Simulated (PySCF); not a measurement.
C₂H₄BBr. Atoms are numbered in the order given.

```xyz
8

B     -1.0513    -0.5055     0.0000
H     -2.2254    -0.2501     0.0000
Br     0.1233     1.0227     0.0000
C     -0.5101    -1.9499     0.0000
C      0.7942    -2.2848     0.0000
H     -1.2449    -2.7653     0.0000
H      1.1311    -3.3269     0.0000
H      1.5746    -1.5162     0.0000
```
Charge 0, spin multiplicity 1.

The structure is a stationary point at B3LYP-D3(BJ)/def2-SVP. This is a generated structure with no PubChem entry under its InChIKey; it may be hypothetical. One conformer was computed; it need not be the lowest.

Method: PBE/pcSseg-1 (PySCF).

GIAO shieldings, no solvent; atoms listed in one row are averaged. δ = σ(ref) − σ: ¹¹B against BF3 (σ = 83.9 ppm); ¹H against TMS (σ = 31.49 ppm); ¹³C against TMS (σ = 182.0 ppm), references at their B3LYP-D3(BJ)/def2-TZVP geometries, non-relativistic (without spin–orbit terms, shifts of atoms bonded to Cl or Br come out too high).

Computed chemical shifts:
```tsv
nucleus	atoms	count	δ (ppm)
¹¹B	B1	1	58.5
¹H	H6	1	7.56
¹H	H8	1	7.50
¹H	H2	1	7.44
¹H	H7	1	6.98
¹³C	C5	1	156.3
¹³C	C4	1	148.1
```
